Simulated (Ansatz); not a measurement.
ClFGeH₄OSi, SMILES `F[SiH](Cl)[O][GeH3]`, relaxed with RKS PBE0-D4/def2-TZVP in Ansatz from a PBE-D4/def2-SVP geometry. The force threshold is 0.005 eV/Å; the program also tests the step.

The species carries charge 0 and has multiplicity 1.

Start:

```xyz
9

F    -2.236   -0.956   -0.811
Si   -1.525   -0.020    0.317
Cl   -1.487    1.905   -0.458
O     0.005   -0.536    0.617
Ge    1.599   -0.143   -0.169
H    -2.345   -0.072    1.555
H     2.524   -1.305    0.256
H     1.394   -0.091   -1.704
H     2.071    1.219    0.396
```

(1) By how much does the energy fall, and how many steps does the optimiser take? (Estimate.)

(2) Which bonds change most? (Best estimate.)

(3) Give the relaxed structure. (An estimate is asked.)

Answers

(1) The calculation gave: 8.63 kJ/mol, in 7 steps.

(2) Ansatz gave: F1–Si2 from 1.630 to 1.587 Å; Si2–O4 from 1.642 to 1.600 Å; Si2–Cl3 from 2.075 to 2.045 Å; O4–Ge5 from 1.820 to 1.791 Å.

(3) Computed: 
```xyz
9

F    -2.172   -0.924   -0.807
Si   -1.513   -0.006    0.308
Cl   -1.596    1.910   -0.401
O     0.002   -0.445    0.578
Ge    1.601   -0.151   -0.172
H    -2.315   -0.120    1.532
H     2.468   -1.322    0.299
H     1.420   -0.138   -1.695
H     2.106    1.195    0.357
```
